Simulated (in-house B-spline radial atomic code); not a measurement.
Results of a calculation; reference values are marked as such.
**C6 from the polarisability at imaginary frequency: Ne**

BHandHLYP linear response of the closed shell [He] 2s2 2p6, from an all-electron radial atomic-structure program (B-spline basis); scalar-relativistic (spin-free one-electron X2C), finite nucleus, no spin-orbit coupling.

The dispersion coefficient of two like species is C6 = (3/π) ∫ α(iu)² du from 0 to ∞.

```tsv
u (hartree)	α(iu) (bohr³)
0	2.642
0.03	2.64
0.07	2.628
0.12	2.601
0.2	2.534
0.3	2.416
0.45	2.204
0.7	1.844
1	1.479
1.5	1.051
2.5	0.5967
5	0.2241
```

Q: Fit one oscillator, α(iu) = α(0)/(1 + u²/ω²), through u = 2.5 and estimate C6.

A: From α(0)/α(iu) − 1 = 2.642/0.5967 − 1 = 3.4277, ω = u/√3.4277 = 1.3503 hartree (36.7 eV). London's formula gives C6 = (3/4) α(0)² ω = 0.75 × 2.642² × 1.3503 = 7.069 hartree·bohr⁶, and the oscillator holds f = α(0) ω² = 4.82 electrons, of a sum of oscillator strengths of 10.0.

Q: How does that compare with the full integral?

A: The program's quadrature over all excitations gives C6 = 6.232, so the single oscillator is off by +13.4 %. At the last point the fit gives α = 0.18 against 0.224: higher excitations, and deeper shells where there are any, keep the true curve higher at large u.
